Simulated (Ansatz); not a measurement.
Born–Oppenheimer molecular dynamics of BrGeH5 (7 atoms, charge 0, multiplicity 1). It starts at the highest image of a converged band. Of that band: Neighbouring images differ by up to 1.4 eV, so the band resolves the path poorly. A vibrational analysis at the climbing image gives 2 clearly imaginary modes (963i, 132i cm⁻¹): a point of higher order, so a lower path passes nearby.

These are results of RKS r2SCAN-D4/def2-SVP (Ansatz 0.2.0), not measurements.

* ensemble: NVE (velocity Verlet)
* time step: 0.5 fs
* steps asked: 200
* starting velocities drawn for: 100 K
* seed: 10862

First frame:

```xyz
7
Properties=species:S:1:pos:R:3
Ge -0.182 0.000 -0.087
H 0.026 0.000 1.756
H 1.364 0.000 0.062
H -0.590 1.329 -0.710
H -0.590 -1.329 -0.710
Br -2.691 0.000 1.126
H -0.859 0.000 1.757
```

Problem. How far do the bonds stretch over the last three quarters of this one trajectory? (Pairs bonded in most of those frames.)

Solution. 
| bond | mean (Å) | spread (Å) | shortest | longest |
| --- | --- | --- | --- | --- |
| Ge1–H3 | 1.538 | 0.016 | 1.51 | 1.58 |
| Ge1–H4 | 1.533 | 0.011 | 1.51 | 1.55 |
| Ge1–H5 | 1.534 | 0.017 | 1.50 | 1.57 |
| Ge1–Br6 | 2.509 | 0.268 | 2.05 | 2.80 |
| H2–H7 | 0.771 | 0.027 | 0.75 | 0.86 |

Mean temperature of the second half: 2622 K. The conserved energy stayed within 0.042 meV per atom of its start (net change 0.039 meV per atom), so the integration is sound. The kinetic energy rose, since the run started high on the potential surface and went downhill. It ends in pieces (BrGeH3 + H2), so much of that is their flight and rotation, not heat. A run of 0.1 ps of so small a system gives no equilibrium averages. The orbitals stay closed-shell, which can raise the energy where a bond breaks towards radicals; this wasn't checked here.

Time of the run: 6.6 min on 2 threads of Intel(R) Xeon(R) Platinum 8259CL CPU @ 2.50GHz (Skylake/Cascade Lake) (shared host), peak memory 0.21 GiB.
